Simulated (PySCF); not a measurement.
**Static response to an electric field**

C7H9F.
Cartesian coordinates in Å at the GFN2-xTB level; atoms count from 1:
```
atom  x, y, z in Å
C1     2.4682    0.4818    0.4054
C2     1.2303    0.1323    0.0963
C3     0.5899   -1.1493   -0.3808
C4    -0.7795   -0.4277   -0.3594
C5    -1.7888   -0.9566    0.6444
F6    -2.3351   -2.1415    0.2090
C7    -0.0591    0.8246    0.0985
C8    -0.4593    2.0520    0.3864
H9     2.7039    1.4769    0.7422
H10    3.2865   -0.2145    0.3328
H11    0.6729   -1.9853    0.3122
H12    0.9145   -1.4782   -1.3662
H13   -1.2576   -0.3424   -1.3378
H14   -1.3191   -1.1596    1.6129
H15   -2.6199   -0.2552    0.7742
H16    0.2380    2.8090    0.7015
H17   -1.4927    2.3458    0.3118
```

Level: PBE0/def2-SVPD (PySCF), static field, nuclei fixed, core orbitals frozen in the response. The polarisability tensor in these axes (au):

```
x   101.67  -2.19   2.01
y    -2.19  90.07   6.25
z     2.01   6.25  62.08
```

**Question.** Diagonalise the tensor; give its mean and Δα, where Δα² is half the sum of the squared differences of the eigenvalues.

**Answer.** Principal values 60.61, 91.13 and 102.08 au; mean 84.61 au = 12.54 Å³ = 13.95 × 10⁻⁴⁰ C²·m²/J; Δα = 37.23 au (44 % of the mean).

**Question.** What is the dipole moment, and where does it point?

**Answer.** (0.81, 1.33, 0.24) D, 1.58 D in size, pointing from the negative to the positive side. Measured along this direction, the outermost atoms are F6 at the negative end and H9 at the positive end.

**Question.** Directions of the eigenvectors, and the extent of the frame along each?

**Answer.** Largest value along (0.99, -0.17, 0.02), where the nuclei span 5.80 Å; middle along (0.16, 0.96, 0.22), 5.28 Å; least along (-0.06, -0.21, 0.98), 3.06 Å. The response follows the extents in order.

**Question.** What molar refraction does this α imply?

**Answer.** Lorentz–Lorenz: R = (4π/3)N_A α = 2.5225 cm³/(mol·Å³) × 12.54 Å³ = 31.6 cm³/mol, in the limit of long wavelengths.

**Question.** Sum over states: ᾱ = Σ f/ω², ω in Eh. What share falls to these 6 lowest TDDFT singlets (eV, f)? 5.22, 0.2869; 6.36, 0.0062; 6.50, 0.0020; 6.55, 0.0004; 6.69, 0.0577; 6.81, 0.0306.

**Answer.** They add up to 9.41 au, 11.1 % of the 84.61 au; the largest single term is 7.81 au, from the state at 5.22 eV. Terms in order: 7.81, 0.11, 0.03, 0.01, 0.96, 0.49 au. Higher excitations give the rest. The strengths listed sum to 0.384.

**Question.** Traceless (Buckingham) quadrupole moment about the centre of nuclear charge: eigenvalues?

**Answer.** -7.58, 0.60, 6.98 D·Å. The values depend on the origin, since the dipole doesn't vanish. The electronic extent ⟨r²⟩ about the same centre is 1076 bohr², a root-mean-square distance of 2.24 Å for the 60 electrons.

**Question.** Find the Langevin capture rate constant for NH4+ (18.034 u) meeting this molecule (112.069 u), k = 2.342 × 10⁻⁹ cm³/s × √(α in Å³ / reduced mass in u).

**Answer.** The reduced mass is 15.53 u, so k = 2.10 × 10⁻⁹ cm³/s. The formula leaves out the permanent dipole, which adds to the capture rate.

Geometry: GFN2-xTB, one conformer, isolated molecule.
